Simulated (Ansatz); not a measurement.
Basis-set extrapolation for CH$_{9}$AlSi$_{3}$, SMILES `[AlH2][SiH2][SiH]1C[SiH2]1` (PBE0-D4/def2-TZVP geometry, frozen core, the Gaussian-basis code of Ansatz). Multiplicity 1, RHF reference.

```csv
,def2-TZVPP,def2-QZVPP
HF,-1151.810639,-1151.845636
MP2 correlation,-0.631386,-0.675213
CCSD(T) correlation,-0.739772,not run
```

Energies in hartree. Use E(X) = E(∞) + A·exp(−7.88·√X) for Hartree–Fock and E(X) = E(∞) + B·X^(−2.97) for correlation, with X = 3 and 4, and add CCSD(T) minus MP2 of the smaller set to the MP2 limit.

Q: What is the CCSD(T) energy at the basis-set limit?

A: HF limit: -1151.845636 + (-0.034997) × 0.13774 = -1151.85046. MP2 limit: -0.675213 + (-0.043827) × 0.74074 = -0.70768. Higher-order term: -0.739772 − (-0.631386) = -0.10839. Total: -1152.66653 hartree, 3.16 eV below CCSD(T)/def2-TZVPP.
